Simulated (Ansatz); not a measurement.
Compare A (`[SiH3]C#CS`) with its isomer B (`S=C1C[SiH2]1`).

Gas-phase electronic energies from Ansatz, PBE0-D4/def2-TZVP geometries. CCSD(T)/CBS adds triple-zeta CCSD(T) − MP2 to the extrapolated MP2 energy (def2 sets, frozen cores). DFT in def2-TZVPP. B3LYP here is the variant with VWN-RPA as its local correlation; programs differ in this. Each species was taken in one conformer, which may not be the lowest.

(1) Which is lower in electronic energy at CCSD(T)/CBS, and by how much? (Best estimate.)

(2) Give E(B) − E(A) in kJ/mol with HF/def2-TZVPP, PBE-D4, LDA (SPW92), B3LYP, BLYP-D4, B2PLYP, ωB97M-V. (An estimate is asked.)

(3) Does the order hold for the free energy at 298.15 K (harmonic terms from PBE0-D4)? (An estimate is asked.)

Largest T1 diagnostic: 0.017.

Results:

(1) The calculation gave: A, by 47.3 kJ/mol.

(2) Computed: HF/def2-TZVPP 88.0, PBE-D4 21.1, LDA (SPW92) 5.5, B3LYP 51.1, BLYP-D4 44.4, B2PLYP 53.6, ωB97M-V 41.4. None reverses the order clearly.

(3) Ansatz gave: Yes: G(B) − G(A) = +65.4 kJ/mol, for one conformer each. Modes under 60 cm⁻¹, often nearly free rotors, make the harmonic entropy too high.

In def2-TZVPP, CCSD(T) changes the Hartree–Fock value by −39.3 kJ/mol (the triples alone add −6.2 kJ/mol) and MP2 by −35.3 kJ/mol. The D4 term adds −4.1 kJ/mol with B3LYP and −2.0 kJ/mol with PBE0; it sums over pairs of atoms, weighted by their polarisabilities, and B3LYP, whose exchange is more repulsive, gets the larger term.
